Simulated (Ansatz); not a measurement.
PdnHm: binding per atom (eV) at several levels, gas phase, relaxed structures; Ansatz. Clusters are the lowest isomers that short searches found in that spin, judged at the geometry's level. Core potentials for Pd in the def2 sets, no spin–orbit coupling. Binding counts from free atoms in the multiplicity of their measured ground term, without zero-point energy. A dash marks a value that wasn't run or was left out as unsound. The structures are stationary points that may keep the symmetry of their start. Remarks come from the PBE and PBE0 runs and from stability tests at other levels; not every state was tested. HOMO above LUMO (over both spins in singlets and doublets, within one spin in higher multiplets; at PBE or PBE0), or a gap under 0.15 eV within one spin, warns that the state may not be the lowest or that an electron is smeared out.

| species | state | geometry | PBE-D4/def2-SVP | PBE-D4/def2-TZVP | r2SCAN-D4/def2-TZVP | PBE0-D4/def2-SVP | PBE0-D4/def2-TZVP | ωB97M-V/def2-TZVP | remarks |
| --- | --- | --- | --- | --- | --- | --- | --- | --- | --- |
| Pd2H3 | doublet | PBE0-D4/def2-TZVP | 2.01 | 2.02 | 2.10 | 1.86 | 1.87 | 1.80 | gap within one spin near zero |
| Pd4H3 | doublet | B3LYP-D4/def2-SVP | 2.24 | 2.25 | 2.32 | 1.94 | 1.94 | – | – |
| Pd4H7 | doublet | PBE0-D4/def2-SVP | 2.38 | 2.39 | 2.47 | 2.19 | 2.20 | 2.11 | – |

Estimate the rows for Pd3H5 (doublet, PBE-D4/def2-SVP geometry).


```tsv
species	state	geometry	PBE-D4/def2-SVP	PBE-D4/def2-TZVP	r2SCAN-D4/def2-TZVP	PBE0-D4/def2-SVP	PBE0-D4/def2-TZVP	ωB97M-V/def2-TZVP
Pd3H5	doublet	PBE-D4/def2-SVP	2.28	2.29	2.35	2.06	2.06	1.95
```
